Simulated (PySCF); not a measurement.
## Working out the ionisation energy of Ga

Ga [Ar] 3d10 4s2 4p1 (2P) → Ga⁺ [Ar] 3d10 4s2 (1S). Calculation: PySCF 2.14, in cc-pVTZ-PP with ECP10MDF; scalar relativity through the core potential. Frozen: 3s2 3p6 3d10. Energies in hartree (1 hartree = 27.21139 eV):

```tsv
part	Ga (lower)	Ga⁺ (upper)
UHF	-258.302026	-258.098725
CCSD correlation	-0.047072	-0.037335
(T)	-0.000868	0.000000
```

Task: What does Hartree-Fock give?

Result: (-258.098725) − (-258.302026) = 0.203301 hartree = 5.532 eV.

Task: What do CCSD and CCSD(T) give?

Result: The CCSD correlation energies differ by 0.009737 hartree = 0.265 eV and the triples by 0.000868 hartree = 0.024 eV, so CCSD gives 5.797 eV and CCSD(T) 5.821 eV.

Measured between the centres of the two terms (NIST): 5.931 eV, so CCSD(T) (valence) is off by -0.110 eV.

What remains against the reference includes basis incompleteness, the frozen core and higher excitations.
